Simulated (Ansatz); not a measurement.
`O[Si](F)(Cl)CS`, charge 0, multiplicity 1.

Give a relaxed structure at PBE0-D4/def2-TZVP (Ansatz 0.2.0). (Estimate.)

The calculation gave: 
Z-matrix (Å, degrees):
```
Si
F 1 1.590
Cl 1 2.038 2 106.1
O 1 1.623 2 110.1 3 -119.9
C 1 1.847 2 109.1 3 121.5
H 4 0.958 1 119.6 2 77.7
S 5 1.813 1 112.7 2 176.7
H 5 1.093 1 108.8 2 -66.0
H 5 1.093 1 110.6 2 51.6
H 7 1.343 5 96.8 1 -50.2
```
This is one stationary point; other conformers may exist.
